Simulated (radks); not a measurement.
Results of a calculation; reference values are marked as such.
Initial-state core-level shifts of the strontium ion Sr+ when its valence configuration changes from [Kr] 5s1. Level of theory: scalar-relativistic Kohn-Sham, r2SCAN, spin-polarised, spherical densities, finite nucleus; open shells are filled with parallel spins first (spin-orbit coupling, left out, can overturn this in heavy ions); meta-GGA in the generalised Kohn-Sham scheme; Fermi nuclear charge, rms radius 4.224 fm (a radial shooting solver on a logarithmic mesh with Libxc functionals). Shifts are changes of the shell-averaged eigenvalues in eV (positive: less bound); the change of the density at the nucleus, which sets a Mossbauer isomer shift, is in e/bohr^3, on a base of 6.194e+04.

valence          2p      3s      3d      4p  density at nucleus
5p1          -1.293  -1.293  -1.292  -1.220              -6.976
4d1          +2.176  +2.170  +2.184  +1.940              -8.245
4d0.5 5s0.5  +1.124  +1.120  +1.127  +0.990              -4.310
5s0.5 5p0.5  -0.655  -0.655  -0.655  -0.621              -3.758
